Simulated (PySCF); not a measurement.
## Bonding in `Cc1ccn([SiH3])c1`

Species: C₅H₉NSi.
Atom-mapped SMILES: `[CH3:1][c:2]1[cH:3][cH:4][n:5]([SiH3:6])[cH:7]1` (hydrogens: H8, H9, H10 on C1; H11 on C3; H12 on C4; H13, H14, H15 on Si6; H16 on C7)

Structure used (PBE0-D3(BJ)/def2-SVP), in Å, numbered top down from 1:
```
atom  x, y, z in Å
C1    -2.2363   -0.0119   -0.2665
C2    -0.7906   -0.3543   -0.4130
C3    -0.2026   -1.6541   -0.3150
C4     1.1480   -1.5167   -0.5181
N5     1.4311   -0.1846   -0.7436
Si6    3.0408    0.5115   -0.9611
C7     0.2425    0.5172   -0.6747
H8    -2.6262   -0.3203    0.7169
H9    -2.8515   -0.5164   -1.0294
H10   -2.4030    1.0704   -0.3670
H11   -0.7264   -2.5890   -0.1213
H12    1.9384   -2.2654   -0.5290
H13    3.4849    1.2374    0.2646
H14    3.9565   -0.6276   -1.2430
H15    3.0034    1.4681   -2.1032
H16    0.2171    1.5964   -0.8225
```

Bond orders from the PBE0/pcSseg-1 density (PySCF). Isolated species at its PBE0-D3(BJ)/def2-SVP geometry, gas phase.

Task: How far do the computed orders between heavy atoms stray from the drawn ones?

Result: The largest departure is 0.418, at N5–C7 (drawn aromatic, 1.082), counting aromatic bonds as 1.5. Drawn single, order below 0.88: N5–Si6 (0.838). The bonds drawn aromatic range from 1.08 to 1.55.

Task: Set the Mayer orders of the bonds beside their lengths.

Result: 
| bond | drawn as | length (Å) | Mayer order |
| --- | --- | --- | --- |
| C1–C2 | single | 1.493 | 1.070 |
| C2–C3 | aromatic | 1.430 | 1.330 |
| C3–C4 | aromatic | 1.373 | 1.551 |
| C4–N5 | aromatic | 1.380 | 1.108 |
| N5–Si6 | single | 1.767 | 0.838 |
| N5–C7 | aromatic | 1.382 | 1.082 |
| C7–C2 | aromatic | 1.377 | 1.545 |
| C1–H8 | single | 1.102 | 0.949 |
| C1–H9 | single | 1.102 | 0.948 |
| C1–H10 | single | 1.100 | 0.958 |
| C3–H11 | single | 1.089 | 0.999 |
| C4–H12 | single | 1.089 | 0.967 |
| Si6–H13 | single | 1.492 | 0.924 |
| Si6–H14 | single | 1.488 | 0.945 |
| Si6–H15 | single | 1.490 | 0.936 |
| C7–H16 | single | 1.090 | 0.974 |

Bonds between the same two heavy elements. C–C: lowest C1–C2 (1.070, 1.493 Å), highest C3–C4 (1.551, 1.373 Å). C–N: lowest N5–C7 (1.082, 1.382 Å), highest C4–N5 (1.108, 1.380 Å).

Task: Sum the orders of all bonds at each heavy atom with more than one neighbour and set the sums beside the valence in the SMILES.

Result: C1 3.925 (drawn 4), C2 3.945 (drawn 4), C3 3.880 (drawn 4), C4 3.626 (drawn 4), N5 3.028 (drawn 3), Si6 3.643 (drawn 4), C7 3.601 (drawn 4). Orders between atoms that aren't bonded are not in these sums.

For a closed shell the Mayer order of atoms A and B is Σ (PS)μν (PS)νμ over the basis functions μ on A and ν on B, with P the density and S the overlap matrix.
